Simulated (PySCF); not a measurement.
Basis and Hamiltonian dependence of the ionisation energy of La⁺

La⁺ [Xe] 5d2 (3F) → La²⁺ [Xe] 5d1 (2D). All values are computed (PySCF 2.14, energy differences of UHF-based or UKS calculations, no spin-orbit coupling). Values in eV.

| basis | Hamiltonian | functions | UHF | LDA | PBE0 | MP2 (valence) | CCSD(T) (valence) |
| --- | --- | --- | --- | --- | --- | --- | --- |
| def2-SVP with the def2 core potential (46 electrons) | ECP | 32 | 10.439 | n/a | n/a | 10.764 | n/a |
| def2-TZVPPD with the def2 core potential (46 electrons) | ECP | 59 | 10.456 | 11.363 | 11.276 | 10.905 | 10.951 |
| def2-QZVPPD with the def2 core potential (46 electrons) | ECP | 81 | 10.463 | 11.359 | 11.275 | 10.965 | 11.023 |
| cc-pVDZ-X2C | spin-free X2C | 84 | 10.399 | 11.414 | 11.309 | 10.844 | 10.896 |
| x2c-TZVPPall | spin-free X2C | 97 | 10.425 | 11.444 | 11.332 | 10.897 | 10.953 |
| ANO-RCC-VTZP | spin-free X2C | 104 | 10.441 | 11.442 | 11.351 | 10.997 | 11.065 |
| x2c-TZVPPall with one added diffuse shell each of s, p, d type | spin-free X2C | 106 | 10.424 | 11.444 | 11.331 | 10.896 | 10.953 |
| cc-pVTZ-X2C | spin-free X2C | 145 | 10.437 | n/a | n/a | n/a | n/a |
| x2c-QZVPPall | spin-free X2C | 151 | 10.434 | n/a | n/a | n/a | n/a |
| cc-pwCVTZ-X2C | spin-free X2C | 186 | 10.435 | 11.451 | 11.340 | 10.993 | n/a |

Frozen in the all-electron rows: valence: [Kr] 4d10; with a core potential, the same shells as far as they lie outside it.

Between the lowest levels the reference is 11.185 eV (measured; NIST Atomic Spectra Database, ionization energies); it includes spin-orbit coupling, which these numbers lack.
